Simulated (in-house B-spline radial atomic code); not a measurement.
## PBE excitations of Zr4+

Method: PBE. Computed with a B-spline radial code for spherical atoms: linear response of the closed shell [Ar] 3d10 4s2 4p6 with the functional's adiabatic kernel; scalar-relativistic (spin-free one-electron X2C), finite nucleus, no spin-orbit coupling, no double excitations, S, P, D and F terms only; shells from n = 2 respond. Only terms of natural parity with L up to 3 were computed.

Command:
```bash
python run_td.py task.json out
```
Settings (radii: box in bohr, nucleus in fm):
```
Z                        40
electrons                36
configuration            [Ar] 3d10 4s2 4p6
hamiltonian              x2c
method                   pbe,pbe
box_radius               19.1
rms_radius               4.2694
intervals                71
```

Run time, properties included: 1.1 s on 1 thread of Intel(R) Xeon(R) Platinum 8488C (Sapphire Rapids), with other jobs on the host.

The lowest states, in the order of their Tamm-Dancoff energies; the method's threshold (minus the highest occupied level) is 72.78 eV. Labels give the largest channel, * marks a mixed state, and oscillator strengths are full-response dipole values. Semilocal kernels can invert the small singlet-triplet splittings of Rydberg terms. Energies in eV:

| state | full response | Tamm-Dancoff | oscillator strength |
| --- | --- | --- | --- |
| 4p → 4d 3P | 30.31 | 30.39 | - |
| 4p → 4d 3F | 30.63 | 30.73 | - |
| 4p → 4d 1F | 32.90 | 32.92 | - |
| 4p → 5s 3P | 39.09 | 39.10 | - |
| 4p → 5s 1P | ? | ? | ? |
| 4p → 4d 1P | 40.14 | 41.44 | 5.67 |
| 4p → 5p 3S | 44.91 | 44.93 | - |
| 4p → 5p 3D | 45.36 | 45.37 | - |
| 4p → 5p 1D | 45.70 | 45.70 | - |
| 4p → 5p 1S | ? | ? | - |

**Question.** Where does 4p → 5p 1S lie?

**Answer.** At 47.67 eV in full response, 47.84 eV in Tamm-Dancoff.

**Question.** Where does 4p → 5s 1P lie?

**Answer.** At 39.64 eV in full response, 39.67 eV in Tamm-Dancoff, oscillator strength 0.233.

**Question.** How large is the singlet-triplet splitting of 4p → 4d (F terms) in Tamm-Dancoff?

**Answer.** 2.19 eV, from the unrounded values.

**Question.** What polarisabilities and dispersion coefficient does the method give?

**Answer.** Dipole 3 bohr³, quadrupole 5.962 bohr⁵, C6 10.83 hartree·bohr⁶ for two such species.
